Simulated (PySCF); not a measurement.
**How methods differ on the excitation energy of Si²⁺**

Si²⁺ [Ne] 3s2 (1S) → Si²⁺ [Ne] 3s1 4s1 (3S), as a difference of total energies. Calculation: PySCF 2.14, in aug-cc-pwCVDZ; the non-relativistic Hamiltonian (point nucleus). Correlated levels: valence: [Ne] frozen; valence and next inner shell: 1s2 frozen; nothing frozen. The calculations carry no spin-orbit coupling.

```tsv
method	excitation energy (eV)
UHF	18.030
LDA	19.060
PBE	18.929
PBE0	18.881
r2SCAN	18.755
B2PLYP	19.097
HSE06	18.883
PBEsol	18.842
MP2 (valence)	18.713
SCS-MP2 (valence)	18.948
MP2 (valence and next inner shell)	18.889
MP2 (all electrons)	18.887
SCS-MP2 (all electrons)	19.082
```

Task: Estimate what SCS-MP2 (valence and next inner shell) gives.

Result: 19.083 eV, closest to SCS-MP2 (all electrons) among the rows shown.

Task: Estimate what TPSS gives.

Result: 18.892 eV, closest to MP2 (valence and next inner shell) among the rows shown.

The promoted electron is Rydberg-like, and one or two diffuse shells describe it only roughly, which tends to raise the upper state.
